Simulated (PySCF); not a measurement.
C₄H₉NSi, SMILES [SiH2]1N[C@H](C1=C)C.

Coordinates come from a ωB97X-D3(BJ)/def2-SVP optimisation. The structure was generated by enumeration; whether it is a known compound was not checked.

Vertical ionisation energy (IE) and electron affinity (EA) in eV. Rows of orbital energies are one-electron estimates. Where ΔSCF, EOM or ADC give a negative EA the extra electron is unbound and the value depends on the basis.

| level | IE | EA |
|---|---|---|
| −ε(HOMO), −ε(LUMO), M06-2X/def2-TZVP (PySCF) | 7.97 | -0.56 |
| −ε(HOMO), −ε(LUMO), PBE/def2-TZVP (PySCF) | ? | ? |

### Question
What belongs in the gaps? (An estimate is asked for; the answer gives what the named calculation found.)

### Answer

- −ε(HOMO), −ε(LUMO), PBE/def2-TZVP (PySCF), IE: 5.35
- −ε(HOMO), −ε(LUMO), PBE/def2-TZVP (PySCF), EA: 1.32
